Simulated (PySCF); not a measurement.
This PySCF input asks for the NMR shieldings of `CC(=O)P1CCSCC1`, C6H11OPS; the geometry comes from PBE0-D3(BJ)/def2-SVP.

```python
import basis_set_exchange as bse
import numpy as np
from pyscf import gto, dft
from pyscf.prop import nmr

atoms = """
C     2.977573   -0.394838   -0.246516
C     1.936754    0.693703   -0.302413
O     2.088495    1.708828   -0.938497
P     0.404860    0.453685    0.741852
C    -0.141708   -1.239427    0.184205
C    -1.605970   -1.470331    0.542767
S    -2.760195   -0.441728   -0.407553
C    -2.215527    1.207851    0.123850
C    -0.766011    1.518880   -0.221663
H     2.636039   -1.255055   -0.845348
H     3.128504   -0.750953    0.783885
H     3.921250   -0.020897   -0.665855
H    -0.006670   -1.367807   -0.902224
H     0.488992   -1.982387    0.700722
H    -1.778062   -1.313845    1.621369
H    -1.900526   -2.506345    0.313818
H    -2.893339    1.903450   -0.394954
H    -2.403503    1.320000    1.205156
H    -0.588501    1.399415   -1.301890
H    -0.525535    2.563055    0.035346
"""
names = dict.fromkeys(["C", "O", "P", "S", "H"], "pcSseg-1")
basis = {el: gto.basis.parse(bse.get_basis(n, elements=[el], fmt="nwchem")) for el, n in names.items()}
mol = gto.M(atom=atoms, basis=basis, charge=0, verbose=0)
mf = dft.RKS(mol, xc="GGA_XC_KT2")
mf.grids.level = 2
mf.grids.alignment = dft.numint.BLKSIZE   # the property module wants whole blocks of grid points
mf.conv_tol = 1e-9
mf.kernel()

calc = nmr.RKS(mf)   # GIAO
sigma = calc.kernel()   # uncoupled for a functional without exact exchange
for i, s in enumerate(sigma):   # ppm
    print("%2d %-2s %9.2f" % (i, mol.atom_pure_symbol(i), np.trace(s) / 3))
```

Q: What are the results?

A: 
```
 0 C     151.78
 1 C     -27.09
 2 O    -333.82
 3 P     350.38
 4 C     153.10
 5 C     147.58
 6 S     482.11
 7 C     149.04
 8 C     154.98
 9 H      28.92
10 H      28.92
11 H      29.33
12 H      29.11
13 H      28.97
14 H      28.14
15 H      28.48
16 H      28.51
17 H      28.08
18 H      29.20
19 H      29.15
```

These numbers come from an equivalent density-fitted implementation of the same equations, which agrees with the script to about 0.01 ppm for H and up to a few tenths of a ppm for heavy atoms, so last digits may differ.

Size and cost of the density-fitted run: 222 basis functions, 61 s wall time on 1 thread of an Arm Neoverse V2, shared host; peak memory 0.88 GiB.
